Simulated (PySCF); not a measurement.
**Electric field gradients and quadrupole coupling constants**

Compound: C5H16AlNO.
Structure used (PBE0-D3(BJ)/def2-SVP), in Å, numbered top down from 1:
```xyz
24
C5H16AlNO angstrom
C      4.033    0.132   -0.346
O      2.850    0.417    0.322
C      1.681    0.002   -0.360
Al     0.220    0.555    0.888
N     -1.518   -0.046   -0.106
C     -2.657    0.344    0.733
C     -1.587    0.629   -1.405
C     -1.488   -1.502   -0.278
H      4.874    0.501    0.261
H      4.076    0.623   -1.341
H      4.167   -0.959   -0.506
H      1.725   -1.094   -0.557
H      1.639    0.481   -1.366
H      0.051   -0.328    2.223
H     -0.090    2.131    0.982
H     -3.611    0.041    0.267
H     -2.564   -0.133    1.718
H     -2.649    1.434    0.873
H     -0.726    0.335   -2.021
H     -1.551    1.716   -1.254
H     -2.517    0.365   -1.939
H     -1.399   -1.983    0.706
H     -0.616   -1.785   -0.883
H     -2.405   -1.860   -0.779
```

Field gradients from the PBE0/pcSseg-1 density (PySCF, non-relativistic), principal values in atomic units, ordered |Vxx| ≤ |Vyy| ≤ |Vzz|:

```csv
atom,Vxx,Vyy,Vzz
O2,-0.0319,-2.0068,2.0387
Al4,-0.4261,-0.4342,0.8602
N5,0.4245,0.4350,-0.8595
```

Question: Find the asymmetry η = (Vxx − Vyy)/Vzz and the couplings χ = eQV/h (234.96 MHz × Q in barn × V in au), with Q(17O) = −0.0256 b, Q(27Al) = 0.1466 b, Q(14N) = 0.02044 b.

Answer: 
```
atom                       environment  nucleus     η  χzz (MHz)  χxx (MHz)  χyy (MHz)
  O2                      ether oxygen      17O  0.97     -12.26       0.19      12.07
 Al4  aluminium bonded to C, N and 2 H     27Al  0.01      29.63     -14.68     -14.95
  N5     nitrogen bonded to Al and 3 C      14N  0.01     -4.128      2.039      2.089
```

The gradient is axial or nearly so (η below 0.05) at Al4 and N5. At O2 η is above 0.9: Vyy and Vzz are nearly equal in size and opposite in sign, so a small change could swap them and flip the sign of χzz. 

Question: What is Vzz at Al4 in SI units (1 au = 9.71736 × 10²¹ V/m²)?

Answer: 0.8602 au = 8.359 × 10²¹ V/m².

Question: And the gradient at the other heavy atoms, for which no coupling is worked out here?

Answer: 
```json
{"atom": "C1", "environment": "methoxy carbon", "Vzz (au)": "0.321", "η": "0.11"}
{"atom": "C3", "environment": "sp3 carbon bound to oxygen", "Vzz (au)": "0.444", "η": "0.81"}
{"atom": "C6", "environment": "N-methyl carbon", "Vzz (au)": "0.303", "η": "0.17"}
{"atom": "C7", "environment": "N-methyl carbon", "Vzz (au)": "0.294", "η": "0.15"}
{"atom": "C8", "environment": "N-methyl carbon", "Vzz (au)": "0.295", "η": "0.15"}
```

Were the hydrogens deuterons (Q(2H) = 0.00286 b), χzz would run from 69 kHz (H14 and H15) to 193 kHz (H19, H9 and H23).

Geometry: PBE0-D3(BJ)/def2-SVP, one conformer, isolated molecule. A larger basis could move these couplings by a tenth or more.
